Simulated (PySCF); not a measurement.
# CH7Al2NO4

CH7Al2NO4 is a molecule, neutral, singlet. The structure, one conformer, was relaxed in the gas phase by PBE0-D3(BJ)/def2-SVP. No frequency run checks that it is a minimum.

SMILES: C[NH][Al]([OH])[O][Al]([OH])[OH]

Coordinates in Å:
```
O1     -2.591    2.040    1.905
Al2    -1.329    1.060    1.330
O3     -0.220    0.435    2.454
O4     -1.111    0.672   -0.296
Al5    -0.239   -0.108   -1.529
O6     -0.767   -0.068   -3.147
N7      1.254   -0.994   -1.214
C8      1.948   -1.219    0.032
H9     -3.260    2.435    1.346
H10    -0.269    0.609    3.395
H11    -1.563    0.373   -3.442
H12     1.720   -1.424   -2.007
H13     2.046   -2.293    0.278
H14     1.406   -0.752    0.870
H15     2.970   -0.793    0.036
```

Shieldings: GIAO PBE0/pcSseg-1. Shifts are against computed references at the same level: C TMS (σ 184.4 ppm), H TMS (σ 31.27 ppm). Core levels by delta-SCF with SCAN, pcX-2 on the ionised atom and pcseg-1 elsewhere, spin-free X2C (2p3/2 is the spin-free 2p value less a third of a first-order spin-orbit splitting); from the vacuum level, for chosen atoms.

Problem. Give the shieldings and core levels atom by atom.

Solution. 
```tsv
atoms	bonded to	σ (ppm)	δ (ppm)	core level (eV)
O1	1 Al + 1 H	333.7	-	1s 538.18
Al2	3 O	473.1	-	-
O3	1 Al + 1 H	332.7	-	-
O4	2 Al	309.5	-	1s 537.02
Al5	1 N + 2 O	456.1	-	2p3/2 80.07
O6	1 Al + 1 H	334.4	-	1s 537.76
N7	1 Al + 1 C + 1 H	253.2	-	1s 403.86
C8	1 N + 3 H	152.9	31.5	-
H9	1 O	30.23	1.03	-
H10	1 O	30.35	0.92	-
H11	1 O	30.54	0.73	-
H12	1 N	31.40	-0.13	-
H13 H14 H15	1 C	28.42	2.85	-
```

Values are those of this one static structure, with the three H of a rotating XH3 group averaged; atoms that internal rotation interchanges would show their mean in an NMR spectrum.

Problem. Which of O1, O4, O6 holds its core electrons tightest, and by how much against the loosest?

Solution. O1 (bonded to 1 Al + 1 H), by 1.15 eV over O4 (bonded to 2 Al).

Problem. By CAM-B3LYP/def2-SVPD (TDDFT singlets, Tamm-Dancoff triplets, ionisation by delta-SCF), where does absorption start, and what does vertical ionisation take?

Solution. The lowest singlet lies at 5.02 eV (f 0.010), the strongest of the first 6 at 7.01 eV (f 0.036), the lowest triplet at 4.79 eV; vertical ionisation takes 8.83 eV.

The 3 runs behind this took 4.2 min in all, one thread each of Arm Neoverse V1 on a shared host, launched as `OMP_NUM_THREADS=1 python cluster_run.py task.json out`.
